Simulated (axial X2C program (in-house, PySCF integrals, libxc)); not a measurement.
Bond lengths and stretching modes, held linear, of HGaF

Computed with an axial X2C code built on PySCF integrals: two-component X2C with atomic mean-field Coulomb and Gaunt terms, Gaussian nuclei, basis H dyall-v3z, Ga dyall-v3z, F dyall-av3z with contracted cores. Spin-free rows use the one-electron spin-free X2C Hamiltonian.

Masses H 1.008, Ga 68.926, F 18.998 u. States: 2c Ω = 1/2 (beyond evenly filled blocks: ω = 1/2); spin-free M_S = 1/2, Λ = 0 (beyond evenly filled blocks: σα).

PBE0, spin-free: energies above the lowest point

| r(H–Ga) (Å) | r(Ga–F) (Å) | E (meV) |
| --- | --- | --- |
| 1.8252 | 1.7599 | 21.87 |
| 1.8252 | 1.8050 | 3.15 |
| 1.8252 | 1.8501 | 20.12 |
| 1.8720 | 1.7599 | 16.85 |
| 1.8720 | 1.8050 | 0.00 |
| 1.8720 | 1.8501 | 18.98 |
| 1.8720 | 1.8953 | 65.79 |
| 1.9188 | 1.7599 | 16.65 |
| 1.9188 | 1.8050 | 1.57 |
| 1.9188 | 1.8501 | 22.45 |
| 1.9656 | 1.8050 | 6.44 |
| 1.9656 | 1.8953 | 79.76 |

Q: Fit a quadratic surface with cubic terms in each bond: where is the minimum, and what are the two stretching wavenumbers?

A: At PBE0, spin-free: bonds 1.878 and 1.802 Å; harmonic stretches 563.4 and 752.3 cm⁻¹; force constants 0.33, 2.87 and coupling 0.14 mdyn/Å.

The other levels and Hamiltonians give:

| Hamiltonian | level | r(H–Ga) (Å) | r(Ga–F) (Å) | lower stretch (cm⁻¹) | upper stretch (cm⁻¹) |
| --- | --- | --- | --- | --- | --- |
| 2c | PBE0 | 1.879 | 1.802 | 563.4 | 751.8 |
| 2c | B3LYP | 1.908 | 1.818 | 545.5 | 700.4 |
| spin-free | HF | -1.087 | 1.913 | 374.6 | 3379.4 |
| spin-free | B3LYP | 1.907 | 1.817 | 545.5 | 701.0 |

Each state is one determinant, the lowest of a limited PBE0 search; the stretches come from a fit to these few points and carry an uncertainty of a few per cent. Other orders of the atoms were not compared. Left out for rough or failed fits: HF 2c, MP2 2c, MP2 spin-free. The levels spread by more than a fifth, so the stretches depend strongly on the method. The molecule was held linear; bending was not examined, so a bent shape may lie lower.
